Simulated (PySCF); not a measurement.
Isomers of C7H10F2, mass 132.075 u with the commonest isotopes. Theory: PBE0/pcSseg-1 in PySCF (dipole) on a GFN2-xTB geometry, gas phase. One conformer each, none proved a minimum here; rigid rotors.

**Question.** Order these by rotational constant B, smallest first.
A. `[F:1][CH2:2][C@@H:3]1[CH2:4][C@H:5]2[CH2:6][C@:7]1([F:8])[CH2:9]2` with F1–C2–C3–C4 -68°
B. `[CH2:1]=[CH:2][C@@H:3]([CH3:4])[C:5](=[CH2:6])[CH:7]([F:8])[F:9]` with C1–C2–C3–C4 120°, C2–C3–C5–C6 -107°, C3–C5–C7–F8 -174°
C. `[CH3:1]/[CH:2]=[C:3]1/[CH2:4][CH2:5][C@@H:6]1[CH:7]([F:8])[F:9]` with C5–C6–C7–F8 179°

**Answer.** B (1165 MHz), A (1364 MHz), C (1432 MHz).

**Question.** Order these by rotational constant C, largest first.
A. `[CH3:1]/[CH:2]=[C:3]1/[CH2:4][CH2:5][C@@H:6]1[CH:7]([F:8])[F:9]` with C5–C6–C7–F8 179°
B. `[CH2:1]=[CH:2][C@@H:3]([CH3:4])[C:5](=[CH2:6])[CH:7]([F:8])[F:9]` with C1–C2–C3–C4 120°, C2–C3–C5–C6 -107°, C3–C5–C7–F8 -174°
C. `[F:1][CH2:2][C@@H:3]1[CH2:4][C@H:5]2[CH2:6][C@:7]1([F:8])[CH2:9]2` with F1–C2–C3–C4 -68°

**Answer.** C (1079 MHz), B (938.9 MHz), A (894.2 MHz).

**Question.** Order these by rotational constant A, largest first.
A. `[CH2:1]=[CH:2][C@@H:3]([CH3:4])[C:5](=[CH2:6])[CH:7]([F:8])[F:9]` with C1–C2–C3–C4 120°, C2–C3–C5–C6 -107°, C3–C5–C7–F8 -174°
B. `[CH3:1]/[CH:2]=[C:3]1/[CH2:4][CH2:5][C@@H:6]1[CH:7]([F:8])[F:9]` with C5–C6–C7–F8 179°
C. `[F:1][CH2:2][C@@H:3]1[CH2:4][C@H:5]2[CH2:6][C@:7]1([F:8])[CH2:9]2` with F1–C2–C3–C4 -68°

**Answer.** C (2608 MHz), A (2130 MHz), B (2022 MHz).

```csv
SMILES,point group,Ia (u·Å²),Ib (u·Å²),Ic (u·Å²),κ,μa (D),μb (D),μc (D)
C/C=C1/CC[C@@H]1C(F)F,C1,249.96,353.00,565.19,-0.05,1.76,1.31,0.39
FC[C@@H]1C[C@H]2C[C@]1(F)C2,C1,193.75,370.41,468.41,-0.63,1.65,1.23,0.49
C=C[C@@H](C)C(=C)C(F)F,C1,237.32,433.64,538.27,-0.62,2.21,0.47,0.73
```
